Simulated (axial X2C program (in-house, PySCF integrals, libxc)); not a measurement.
**Working with the constants of GaAg**

A bond curve at the PBE0 level, 2c, was computed with an in-house all-electron X2C program for linear molecules (integrals from PySCF) (basis Ag dyall-cv3z [12s12p8d5f3g], Ga dyall-cv3z [9s9p7d4f1g] (cores contracted in-house)) for the state Ω = 0 (closed shell). Its fit gives Re = 2.5392 Å, ωe = 175.1 cm⁻¹, ωexe = 0.523 cm⁻¹ and αe = 3.048e-04 cm⁻¹; the masses are 106.9051 and 68.9256 u. Two-component means X2C with spin–orbit coupling and atomic mean-field Coulomb and Gaunt terms.

**Question.** Find the reduced mass, Be and the force constant.

**Answer.** From the PBE0 values: μ = 41.9068 u. Be = 16.8576/(μ Re²) = 0.06239 cm⁻¹. k = 5.8918×10⁻⁷ μ ωe² = 0.757 mdyn/Å.

**Question.** Give B0, the J = 1←0 line in GHz and the most populated J at 300 K (kT = 208.5 cm⁻¹).

**Answer.** B0 = Be − αe/2 = 0.06224 cm⁻¹; 2B0 = 3.732 GHz; J(max) ≈ √(kT/2B0) − 1/2 = 40.4, so J = 40.

**Question.** Estimate the centrifugal constant by the Kratzer relation.

**Answer.** D = 4Be³/ωe² = 3.17e-08 cm⁻¹.

**Question.** The dipole moment p changes by 2.13 D/Å at Re. What harmonic infrared intensity follows?

**Answer.** I = 42.256 × (dp/dR)²/μ = 4.6 km/mol.

**Question.** A Morse curve ties αe to the other constants (Pekeris). How well does that hold?

**Answer.** αe(Morse) = 6Be²/ωe × (√(ωexe/Be) − 1) = 2.528e-04 cm⁻¹; the PBE0 curve gives 3.048e-04 cm⁻¹, a ratio of 0.83.

One determinant describes the state; a PBE0 search over occupations chose it and may have missed a lower one.
